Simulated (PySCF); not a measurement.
2-fluoropent-1-en-3-yne (C₅H₅F), SMILES C=C(F)C#CC. Heavy atoms are numbered as in [CH2:1]=[C:2]([F:3])[C:4]#[C:5][CH3:6]. Hydrogens are named by the atom that carries them.

The structure is a stationary point at B3LYP-D3(BJ)/def2-SVP.

All values below come from PBE/def2-TZVP (PySCF).

Atomic charges (e), one atom of each kind:

```csv
atom,Mulliken,Löwdin
C1 (CH2),-0.31,-0.18
C2,0.16,-0.34
F3,-0.16,0.21
C4,-0.05,-0.05
C5,0.04,-0.07
C6 (CH3),-0.42,-0.29
H on C1,0.13,0.14
H on C6,0.16,0.15
```

Task: Give the Mayer and Wiberg (Löwdin basis) orders of the bonds. (The exact figures need the calculation; the answer reports its results.)

Result: 
```
bond   Mayer  Wiberg
-----  -----  ------
C1–C2   1.82    2.00
C2–F3   1.13    1.70
C2–C4   1.19    1.31
C4–C5   2.72    2.66
C5–C6   1.02    1.40
```
